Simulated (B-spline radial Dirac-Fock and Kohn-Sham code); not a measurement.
# Photoemission from Re at 7920 eV, detector at θ = 54.7°, φ = 180°

System: atomic rhenium, 1s2 2s2 2p6 3s2 3p6 3d10 4s2 4p6 4d10 4f14 5s2 5p6 5d5 6s2. Method: Dirac-Hartree-Slater photoionisation with a Latter tail; cross sections with all multipoles, angular parameters from the dipole term and its interference with E2. Computed with a radial atomic solver. Thresholds are tabulated edges, those marked * orbital energies of the model. For linearly polarised light dσ/dΩ = σ/(4π) [1 + β P₂(cos θ) + (δ + γ cos²θ) sin θ cos φ], with θ from the polarisation vector and φ the angle between the beam and the projection of the electron momentum on the plane normal to the polarisation. The dipole factor is 1 + βP₂ and the non-dipole term is the rest of the bracket. Open shells are filled statistically over j.

| subshell | threshold (eV) | σ (kb) | β | γ | δ | dipole factor | non-dipole term | dσ/dΩ (kb/sr) |
| --- | --- | --- | --- | --- | --- | --- | --- | --- |
| 3s | 2932.0 | 5.78 | 1.94 | -0.08 | -0.002 | 1.002 | +0.024 | 0.472 |
| 3p1/2 | 2682.0 | 7.43 | 1.59 | 0.21 | 0.004 | 1.001 | -0.060 | 0.557 |
| 3p3/2 | 2367.0 | 13.2 | 1.69 | 0.28 | 0.022 | 1.001 | -0.095 | 0.952 |
| 3d3/2 | 1949.0 | 7.42 | 1.25 | 1.11 | 0.144 | 1.001 | -0.421 | 0.342 |
| 3d5/2 | 1883.0 | 9.86 | 1.15 | 1.13 | 0.157 | 1.001 | -0.435 | 0.444 |
| 4s | 625.4 | 1.54 | 1.95 | -0.16 | -0.002 | 1.002 | +0.045 | 0.128 |
| 4p1/2 | 518.7 | 1.72 | 1.61 | 0.40 | 0.001 | 1.001 | -0.109 | 0.122 |
| 4p3/2 | 446.8 | 2.96 | 1.72 | 0.48 | 0.018 | 1.002 | -0.145 | 0.202 |
| 4d3/2 | 273.9 | 1.43 | 1.24 | 1.23 | 0.128 | 1.001 | -0.439 | 0.0642 |
| 4d5/2 | 260.5 | 1.89 | 1.12 | 1.21 | 0.146 | 1.001 | -0.450 | 0.0827 |
| 4f5/2 | 54.83* | 0.132 | 0.74 | 1.41 | 0.377 | 1.001 | -0.693 | 0.00324 |
| 4f7/2 | 52.13* | 0.162 | 0.71 | 1.39 | 0.389 | 1.001 | -0.697 | 0.00392 |
| 5s | 83.00 | 0.291 | 1.95 | -0.16 | -0.002 | 1.002 | +0.045 | 0.0243 |
| 5p1/2 | 60.37* | 0.274 | 1.61 | 0.43 | 0.001 | 1.001 | -0.119 | 0.0193 |
| 5p3/2 | 48.74* | 0.448 | 1.72 | 0.51 | 0.017 | 1.002 | -0.154 | 0.0302 |
| 5d3/2 | 8.95* | 0.0541 | 1.24 | 1.24 | 0.126 | 1.001 | -0.441 | 0.00241 |
| 5d5/2 | 7.92* | 0.0680 | 1.11 | 1.23 | 0.145 | 1.001 | -0.452 | 0.00297 |
| 6s | 7.77* | 0.0273 | 1.95 | -0.16 | -0.002 | 1.002 | +0.045 | 0.00227 |
